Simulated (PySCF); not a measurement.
C₈H₁₁P.
Bonds: C1–C2 (triple), C2–C3, C3–P4, P4–C5, C5–C6, C6–C7, C7–C8 (double), C8–C9, P4–C8. Hydrogens: H10 on C1; H11, H12 on C3; H13, H14 on C5; H15, H16 on C6; H17 on C7; H18, H19, H20 on C9.

The closed-shell ground state was solved at several levels (PySCF, density fitting, gas phase, non-relativistic). One conformer (not necessarily the lowest) at the PBE0-D3(BJ)/def2-SVP geometry, without solvent, vibrations or thermal averaging.

| level | basis functions | HOMO (eV) | LUMO (eV) | gap (eV) | dipole (D) |
| --- | --- | --- | --- | --- | --- |
| CAM-B3LYP/def2-SVPD | 272 | -7.67 | 0.98 | 8.65 | 1.70 |
| wB97X-D/pcSseg-1 | 215 | -8.24 | 1.72 | 9.96 | 1.71 |

(1) What might PBE0/pcSseg-1 (215 basis functions) give for the same quantities?

(2) Over all these levels, which gives the widest orbital gap and which the narrowest?

(3) How far do the dipole and the HOMO energy spread over the levels?

Answers

(1) HOMO -6.43 eV, LUMO -0.05 eV, gap 6.38 eV, dipole 1.70 D.

(2) wB97X-D/pcSseg-1 (range-separated hybrid) has the widest, 9.96 eV, and PBE0/pcSseg-1 (global hybrid, 25 % exact exchange) the narrowest, 6.38 eV. The two share the basis. From the narrowest to the widest the HOMO moves by -1.81 eV and the LUMO by +1.77 eV.

(3) The dipole runs from 1.70 to 1.71 D (mean 1.70 D) and the HOMO from -8.24 to -6.43 eV.
